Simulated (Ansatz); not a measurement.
One geometry of CH₈OSiSn (`C[SiH](O)[SnH3]`), several functionals.

```yaml
crystal:
  periodic: [false, false, false]
  atoms:
    - {symbol: C, position_ang: [-0.772709, 1.629681, -0.178508]}
    - {symbol: Si, position_ang: [0.010647, 0.068052, -0.838172]}
    - {symbol: O, position_ang: [1.504852, 0.345399, -1.494403]}
    - {symbol: Sn, position_ang: [0.150660, -1.701499, 1.031185]}
    - {symbol: H, position_ang: [-0.206701, 2.043585, 0.659645]}
    - {symbol: H, position_ang: [-1.787631, 1.422945, 0.172839]}
    - {symbol: H, position_ang: [-0.829499, 2.388411, -0.963516]}
    - {symbol: H, position_ang: [-0.798393, -0.461496, -1.965990]}
    - {symbol: H, position_ang: [2.218942, 0.575398, -0.898879]}
    - {symbol: H, position_ang: [0.575079, -3.249858, 0.445944]}
    - {symbol: H, position_ang: [-1.327566, -1.857823, 1.878871]}
    - {symbol: H, position_ang: [1.339319, -1.257895, 2.184984]}
basis:
  gaussian: {orbitals: def2-TZVPP}
hamiltonian: {xc: {name: B2PLYP}}
```

```sh
$ ansatz run in.yaml --threads 4 --pin off --events-out ev --progress --plain --max-ram 10444MiB
```

Output, abridged:

```
Functional definition: B2PLYP
1698 factors; integrals over basis functions are off by at most 9.9e-4 eV
mean field evaluation 1: about -16900.8090 eV, gradient 5.7e1 eV
mean field evaluation 2: about -16900.9279 eV, gradient 5.7e1 eV
mean field evaluation 4: about -16906.9434 eV, gradient 7.1e0 eV
mean field evaluation 8: about -16907.0454 eV, gradient 3.0e-1 eV
mean field evaluation 16: about -16907.0456 eV, gradient 6.1e-5 eV
mean field -16907.04557430 eV, -621.3224648483 hartree, gradient 5.3e-6 eV, S^2 0.000000; 0 other end points of the search recorded, 0 dependent functions left out
11 core orbitals not correlated: weight in the atoms' cores, before any rotation towards them, 1.000 or more for the frozen orbitals, at most 0.000 for the correlated occupied ones
reference -16907.04578539 eV, -621.3224726058 hartree; 18, 18 occupied and 237, 237 virtual orbitals, 1698 factors
second order -28.93654086 eV of doubles, -0.00000000 eV of singles
Total energy: -16914.85865142 eV, -621.6095901367 hartree
```

Hardware: 4 threads of an Arm Neoverse V1 on a shared host. Wall time 7 s, peak host memory 0.75 GiB.

The same input with `hamiltonian: {xc: pbe0, dispersion: d4}` (abridged; 3.7 s):

```
Functional definition: PBE0
mean field evaluation 16: about -16919.5820 eV, gradient 3.9e-5 eV
mean field -16919.58202853 eV, -621.7831710440 hartree, gradient 3.9e-5 eV, S^2 0.000000
Total energy: -16919.80188147 eV, -621.7912504904 hartree
```

Changing it to `hamiltonian: {xc: {name: wB97X-V}}` (abridged; 10 s):

```
Functional definition: wB97X-V
mean field evaluation 16: about -16923.7091 eV, gradient 7.5e-5 eV
mean field -16923.70905409 eV, -621.9348364359 hartree, gradient 2.2e-5 eV, S^2 0.000000
Total energy: -16923.70905128 eV, -621.9348363326 hartree
```
